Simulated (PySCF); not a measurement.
SMILES [Si](C)(C)([SiH2][SiH2]C#N)C (C₄H₁₃NSi₃), GFN2-xTB optimised geometry.

```
21

C      0.39    -0.56     1.60
Si     1.00     0.29     0.00
C      2.91     0.29     0.00
C      0.38     2.09     0.00
Si     0.13    -0.86    -1.85
Si    -2.11    -1.43    -1.65
C     -2.90    -0.09    -0.60
N     -3.32     0.75     0.05
H      0.68    -1.61     1.64
H     -0.69    -0.51     1.67
H      0.79    -0.08     2.49
H      3.31     0.77    -0.89
H      3.32     0.81     0.86
H      3.31    -0.73     0.02
H      0.68     2.61    -0.90
H     -0.70     2.12     0.06
H      0.77     2.65     0.85
H      0.28    -0.10    -3.10
H      0.85    -2.11    -2.14
H     -2.97    -1.46    -2.84
H     -2.41    -2.65    -0.88
```

Density from PBE/def2-SVP (PySCF 2.14.0) at that geometry.

Minimum of the electron density along straight lines between bonded atoms, close to the bond critical point (lines longer than 1.1 times the sum of covalent radii, or with two minima, are not listed):

```json
[
 {"bond": "C1–Si2", "length / Å": "1.910", "ρ at the minimum / e bohr⁻³": "0.108", "∇²ρ there / e bohr⁻⁵": "0.29", "position (fraction from the first atom)": "0.62"},
 {"bond": "Si2–C3", "length / Å": "1.912", "ρ at the minimum / e bohr⁻³": "0.108", "∇²ρ there / e bohr⁻⁵": "0.29", "position (fraction from the first atom)": "0.38"},
 {"bond": "Si2–C4", "length / Å": "1.907", "ρ at the minimum / e bohr⁻³": "0.109", "∇²ρ there / e bohr⁻⁵": "0.29", "position (fraction from the first atom)": "0.38"},
 {"bond": "Si2–Si5", "length / Å": "2.342", "ρ at the minimum / e bohr⁻³": "0.089", "∇²ρ there / e bohr⁻⁵": "-0.05", "position (fraction from the first atom)": "0.35"},
 {"bond": "Si5–Si6", "length / Å": "2.322", "ρ at the minimum / e bohr⁻³": "0.090", "∇²ρ there / e bohr⁻⁵": "___", "position (fraction from the first atom)": "0.35"},
 {"bond": "Si6–C7", "length / Å": "1.868", "ρ at the minimum / e bohr⁻³": "0.103", "∇²ρ there / e bohr⁻⁵": "0.38", "position (fraction from the first atom)": "0.39"},
 {"bond": "C7–N8", "length / Å": "1.147", "ρ at the minimum / e bohr⁻³": "___", "∇²ρ there / e bohr⁻⁵": "___", "position (fraction from the first atom)": "0.34"},
 {"bond": "C1–H9", "length / Å": "1.087", "ρ at the minimum / e bohr⁻³": "0.269", "∇²ρ there / e bohr⁻⁵": "-0.95", "position (fraction from the first atom)": "0.63"},
 {"bond": "C1–H10", "length / Å": "1.087", "ρ at the minimum / e bohr⁻³": "0.270", "∇²ρ there / e bohr⁻⁵": "-0.96", "position (fraction from the first atom)": "0.63"},
 {"bond": "C1–H11", "length / Å": "1.086", "ρ at the minimum / e bohr⁻³": "0.269", "∇²ρ there / e bohr⁻⁵": "-0.95", "position (fraction from the first atom)": "0.63"},
 {"bond": "C3–H12", "length / Å": "1.086", "ρ at the minimum / e bohr⁻³": "0.270", "∇²ρ there / e bohr⁻⁵": "-0.96", "position (fraction from the first atom)": "0.63"},
 {"bond": "C3–H13", "length / Å": "1.087", "ρ at the minimum / e bohr⁻³": "0.269", "∇²ρ there / e bohr⁻⁵": "-0.95", "position (fraction from the first atom)": "0.63"},
 {"bond": "C3–H14", "length / Å": "1.086", "ρ at the minimum / e bohr⁻³": "0.270", "∇²ρ there / e bohr⁻⁵": "-0.96", "position (fraction from the first atom)": "0.63"},
 {"bond": "C4–H15", "length / Å": "1.087", "ρ at the minimum / e bohr⁻³": "0.270", "∇²ρ there / e bohr⁻⁵": "-0.95", "position (fraction from the first atom)": "0.63"},
 {"bond": "C4–H16", "length / Å": "1.086", "ρ at the minimum / e bohr⁻³": "0.271", "∇²ρ there / e bohr⁻⁵": "-0.97", "position (fraction from the first atom)": "0.63"},
 {"bond": "C4–H17", "length / Å": "1.087", "ρ at the minimum / e bohr⁻³": "0.269", "∇²ρ there / e bohr⁻⁵": "-0.95", "position (fraction from the first atom)": "0.63"},
 {"bond": "Si5–H18", "length / Å": "1.475", "ρ at the minimum / e bohr⁻³": "0.113", "∇²ρ there / e bohr⁻⁵": "0.31", "position (fraction from the first atom)": "0.49"},
 {"bond": "Si5–H19", "length / Å": "1.476", "ρ at the minimum / e bohr⁻³": "0.112", "∇²ρ there / e bohr⁻⁵": "0.31", "position (fraction from the first atom)": "0.49"},
 {"bond": "Si6–H20", "length / Å": "1.468", "ρ at the minimum / e bohr⁻³": "0.116", "∇²ρ there / e bohr⁻⁵": "0.31", "position (fraction from the first atom)": "0.49"},
 {"bond": "Si6–H21", "length / Å": "1.469", "ρ at the minimum / e bohr⁻³": "0.116", "∇²ρ there / e bohr⁻⁵": "0.31", "position (fraction from the first atom)": "0.49"}
]
```

**Question.** What belongs in the gaps?

**Answer.** 
- Si5–Si6, ∇²ρ there / e bohr⁻⁵: -0.04
- C7–N8, ρ at the minimum / e bohr⁻³: 0.477
- C7–N8, ∇²ρ there / e bohr⁻⁵: 0.43
